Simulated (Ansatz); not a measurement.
Cost and result for the atomization energy of `OC([SiH3])O[SiH3]` (13 atoms, 12 bonds).

```xyz
13

O     0.410    0.574   -1.431
C     0.311    0.514   -0.031
Si   -0.882    1.828    0.675
O    -0.140   -0.746    0.408
Si    0.600   -2.151   -0.070
H    -0.478    0.541   -1.805
H     1.339    0.679    0.318
H    -1.069    1.648    2.136
H    -2.179    1.655   -0.035
H    -0.344    3.185    0.396
H     0.165   -3.180    0.904
H     2.078   -1.980   -0.030
H     0.190   -2.565   -1.436
```

The species carries charge 0 and has multiplicity 1. Geometry: relaxed with PBE0-D4/def2-TZVP. It is one conformer, not always the lowest. Program: Ansatz. All runs use 4 threads of an Arm Neoverse V1 on a shared host. Times are those of one run each, without the atoms' runs, and a repeat can differ threefold. Electronic energies, without spin–orbit coupling; frozen cores. CCSD(T)/CBS adds CCSD(T) − MP2 in def2-TZVPP to the MP2 limit, and its time is that of the two runs behind it. T1 = 0.013. B3LYP takes the VWN-RPA correlation (the form of Gaussian; ORCA's B3LYP/G).

CCSD(T)/CBS is a level of theory with its own doubt, some kJ/mol a heavy atom from the limit and from the frozen cores, so smaller differences don't rank the functionals.

| level | functions | wall time | atomization (kcal/mol) | difference from CCSD(T)/CBS | per bond |
| --- | --- | --- | --- | --- | --- |
| PBE-D4/def2-TZVPP (with forces) | 289 | 3.4 s | 1058.7 | 2.1 | 0.2 |
| PBE0-D4/def2-TZVPP | 289 | 4.6 s | 1042.2 | -14.4 | -1.2 |
| r2SCAN-D4/def2-TZVPP (with forces) | 289 | 7 s | 1053.0 | -3.6 | -0.3 |
| B3LYP-D4/def2-TZVPP (with forces) | 289 | 7.5 s | 1051.8 | -4.8 | -0.4 |
| B2PLYP/def2-TZVPP | 289 | 8.5 s | 1039.8 | -16.8 | -1.4 |
| ωB97X-V/def2-TZVPP | 289 | 12 s | 1059.9 | 3.3 | 0.3 |
| ωB97M-V/def2-TZVPP (with forces) | 289 | 17 s | 1056.6 | 0.0 | 0.0 |
| MP2/def2-QZVPP | 551 | 36 s | 1054.9 | -1.7 | -0.1 |
| CCSD(T)/def2-TZVPP | 289 | 5.6 min | 1027.5 | -29.1 | -2.4 |
| CCSD(T)/CBS(def2) | – | 6.1 min | 1056.6 | 0.0 | 0.0 |

From PBE to PBE0 (25 % exact exchange), in def2-TZVPP and without D4, the atomization energy moves by −15.5 kcal/mol: exact exchange takes away binding that semilocal exchange gives to molecules. In def2-TZVPP, CCSD(T) changes the Hartree–Fock value by +265.6 kcal/mol (the triples alone add +13.7 kcal/mol) and MP2 by +275.6 kcal/mol; breaking electron pairs costs correlation energy, which Hartree–Fock lacks. The D4 term adds +10.5 kcal/mol with B3LYP and +5.5 kcal/mol with PBE0; it sums over pairs of atoms, weighted by their polarisabilities, and B3LYP, whose exchange is more repulsive, gets the larger term.
